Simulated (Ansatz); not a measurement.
Gas-phase electronic energies from Ansatz, PBE0-D4/def2-TZVP geometries. CCSD(T)/CBS is the MP2 limit (def2-TZVPP, def2-QZVPP) plus CCSD(T) − MP2 in def2-TZVPP, frozen cores. This one scheme is used for every species. One conformer a species, not always the lowest.

`O[SiH](O)O` + `O[SiH](O)F` → `O[SiH](O)O[SiH](O)F` + H₂O  (ligand exchange at the Si–O bond)

`O[SiH](O)O`:

```xyz
8

O    -0.485    1.501   -0.454
Si    0.056   -0.032   -0.337
O    -0.839   -0.995    0.646
O     1.548   -0.022    0.327
H    -0.362    2.074    0.306
H     0.031   -0.539   -1.723
H    -1.733   -1.206    0.374
H     1.784   -0.781    0.862
```

`O[SiH](O)F`:

Z-matrix (Å, degrees):
```
Si
O 1 1.619
F 1 1.595 2 111.7
O 1 1.630 2 108.7 3 118.8
H 1 1.469 2 107.5 3 -117.0
H 2 0.959 1 118.7 3 -79.5
H 4 0.958 1 118.6 2 -158.0
```

`O[SiH](O)O[SiH](O)F`:

Cartesian coordinates in Å:
```
O -2.475 -0.666 -0.930
Si -1.157 0.279 -0.852
O -1.464 1.522 0.162
O 0.154 -0.544 -0.303
Si 1.322 -0.507 0.813
O 2.765 -0.897 0.195
F 1.342 0.995 1.376
H -2.978 -0.809 -0.127
H -0.868 0.698 -2.232
H -0.722 1.912 0.629
H 1.067 -1.404 1.944
H 3.014 -0.580 -0.674
```

H₂O:

Z-matrix (Å, degrees):
```
O
H 1 0.960
H 1 0.960 2 105.1
```

```
              species  HF/def2-TZVPP energy (Eh)
         `O[SiH](O)O`                 -516.13922
         `O[SiH](O)F`                 -540.16135
`O[SiH](O)O[SiH](O)F`                 -980.24475
                  H₂O                  -76.06237
```

Task: Work out ΔE.

Result: ΔE = (-980.24475) + (-76.06237) − (-516.13922) − (-540.16135) = -0.00655 Eh = -4.1 kcal/mol. CCSD(T)/CBS gives -5.3 kcal/mol.

Largest T1 diagnostic among the species: 0.012.

The D4 term adds −2.1 kcal/mol with B3LYP and −1.3 kcal/mol with PBE0; it sums over pairs of atoms, weighted by their polarisabilities, and B3LYP, whose exchange is more repulsive, gets the larger term.

B3LYP here is the variant with VWN-RPA as its local correlation; programs differ in this.
